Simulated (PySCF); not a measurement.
# One molecule, several mistakes: BH6N2Si

Calculated results; nothing here was measured. The program is PySCF 2.14.0, an open-source quantum chemistry code, run on an isolated molecule that a program drew, which may never have been made. The molecule is BH6N2Si (charge 0, doublet), drawn as the SMILES string `[BH]N[SiH2]N`.

Each row is a Hartree-Fock (HF) and frozen-core CCSD(T) single point in the cc-pV(D+d)Z basis, meant for a local HF minimum. Run 1 is clean. Each other run has one planted mistake out of seven kinds, and not every kind appears here: one electron removed, one electron added, multiplicity raised by two, geometry at a saddle point, minimal basis STO-3G, one bond length entered in bohr, all coordinates scaled. The reference is restricted for singlets and unrestricted otherwise, and also for a bond in bohr. Adding or removing an electron swaps singlet and doublet. Electrons count all cores. HOMO and LUMO are orbital energies over both spins, the gradient is its largest component, and the lowest frequency (negative if imaginary) is given only where the gradient is small. Bond lengths are over the 9 bonds as drawn. T1 is the CCSD diagnostic: over 0.02 (restricted) or 0.045 (unrestricted) a single reference is doubtful.

Geometry of the clean run:
```xyz
10
BH6N2Si, angstrom
B     1.8341    1.1217   -1.4289
N     1.9221    0.4715   -0.1985
Si    0.6314    0.0238    0.8941
N     0.8601   -1.6052    1.3787
H     0.8071    1.4634   -1.9476
H     2.8493    0.2385    0.1129
H     0.6691    0.8104    2.1464
H    -0.6177    0.3230    0.1642
H     0.7934   -2.3512    0.7116
H     0.5198   -1.9020    2.2739
```

```
run  electrons  basis functions  <S^2>  HOMO (eV)  LUMO (eV)  gradient (hartree/bohr)  lowest frequency (cm^-1)  mean bond (Å)  longest bond (Å)      T1  HF (hartree)  CCSD(T) (hartree)                 mistake
  1         39               95  0.755      -8.55       3.51                  4.5e-06                        74         1.3363             1.749  0.0132    -426.05220         -426.61496                no fault
  2         39               95  0.754      -8.18       3.90                  8.7e-02                         -         1.2347             1.616  0.0112    -425.98187         -426.53096  all coordinates scaled
  3         40               95  0.000       1.30       8.11                  6.2e-02                         -         1.3363             1.749  0.0151    -425.95831         -426.55748                       ?
  4         39               95  3.764      -2.81      -0.20                  8.4e-02                         -         1.3363             1.749  0.0292    -425.81570         -426.36152                       ?
```

**Which mistake was planted in run 3, and what did it cost?**

It counts 40 electrons, one more than the clean run, at the same geometry and basis. So the mistake is: one electron added. Subtracting run 1 and multiplying by 627.51 kcal/mol a hartree, the energy moved by 58.9 kcal/mol in HF and 36.1 kcal/mol in CCSD(T).

**Which mistake was planted in run 4, and what did it cost?**

Electrons, basis and geometry are unchanged, and <S^2> is 3.764, beside S(S+1) = 3.75 for a multiplicity of 4. So the mistake is: multiplicity raised by two. Subtracting run 1 and multiplying by 627.51 kcal/mol a hartree, the energy moved by 148.4 kcal/mol in HF and 159.0 kcal/mol in CCSD(T).

Cautions from the logs. Run 3: the HOMO is above zero, so the electron isn't bound and the energy depends on the basis.
